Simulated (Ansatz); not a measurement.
Computed with Ansatz on PBE0-D4/def2-TZVP structures; ΔE is electronic, products minus reactants. CBS: MP2 limit from def2 TZ/QZ plus the TZ coupled-cluster correction, frozen cores. Functionals use def2-TZVPP. For Ge outer-core shells are correlated without core-valence functions, which leaves a few kJ/mol of doubt a bond. Scalar relativity is left out up to krypton. One conformer a species, not always the lowest.

Reaction (cleavage of the Si–Si bond): `O[SiH](O)[SiH](Cl)Cl` + `[OH][GeH2][OH]` → `[OH][GeH2][O][SiH](O)O` + `Cl[SiH2]Cl`

Problem. Is it downhill or uphill in electronic energy at CCSD(T)/CBS, and by how much? (Best estimate.)

Solution. Ansatz gave: Downhill: ΔE = -37.7 kcal/mol.

Problem. What do these levels give: r2SCAN-D4, HF/def2-TZVPP, MP2/def2-TZVPP, HF/def2-QZVPP, SCS-MP2/def2-QZVPP, MP2/CBS(def2)? (Best estimate.)

Solution. The calculation gave: r2SCAN-D4 -36.5, HF/def2-TZVPP -43.6, MP2/def2-TZVPP -39.4, HF/def2-QZVPP -44.1, SCS-MP2/def2-QZVPP -39.6, MP2/CBS(def2) -38.5 kcal/mol.

Largest T1 diagnostic among the species: 0.012.

In def2-TZVPP, CCSD(T) changes the Hartree–Fock value by +5.0 kcal/mol (the triples alone add +0.8 kcal/mol) and MP2 by +4.2 kcal/mol. From PBE to PBE0 (25 % exact exchange), in def2-TZVPP and without D4, ΔE moves by −3.1 kcal/mol.
